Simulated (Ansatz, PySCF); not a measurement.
Here is a job for PySCF.
```python
from pyscf import gto, scf, dft

mol = gto.Mole()
mol.atom = '''
    B     0.882639    0.092840   -0.007377
    N    -0.616010   -0.067843   -0.009475
    H     1.537489   -0.852543    0.171414
    H     1.320212    1.160973   -0.156671
    H    -0.930545    0.076520    0.961326
    H    -0.927964   -1.006052   -0.287862
    H    -1.100315    0.631803   -0.584997
'''
mol.basis = 'aug-cc-pvdz'
mol.charge = 1
mol.spin = 0
mol.verbose = 4
mol.build()

mf = dft.RKS(mol)
mf.xc = 'wb97m_v'
mf.grids.atom_grid = (99, 590)
mf.grids.prune = None
mf.kernel()
```

Q: Convert this to an input for Ansatz (an electronic-structure program).

A: Several could match; the one computed here: 
Ansatz 0.2 input:
```yaml
crystal:
  periodic: [false, false, false]
  atoms:
    - {symbol: B, position_ang: [0.88263881, 0.09284034, -0.00737737]}
    - {symbol: N, position_ang: [-0.61601020, -0.06784319, -0.00947475]}
    - {symbol: H, position_ang: [1.53748945, -0.85254254, 0.17141440]}
    - {symbol: H, position_ang: [1.32021174, 1.16097305, -0.15667069]}
    - {symbol: H, position_ang: [-0.93054469, 0.07651970, 0.96132550]}
    - {symbol: H, position_ang: [-0.92796378, -1.00605227, -0.28786176]}
    - {symbol: H, position_ang: [-1.10031533, 0.63180265, -0.58499732]}
basis:
  gaussian:
    orbitals: aug-cc-pVDZ
hamiltonian:
  xc: {name: wB97M-V}
total_charge: 1
accuracy: high
```

Both were run: PySCF gave -82.288993 Eh and Ansatz -82.288993 Eh, 0.000 mEh apart.
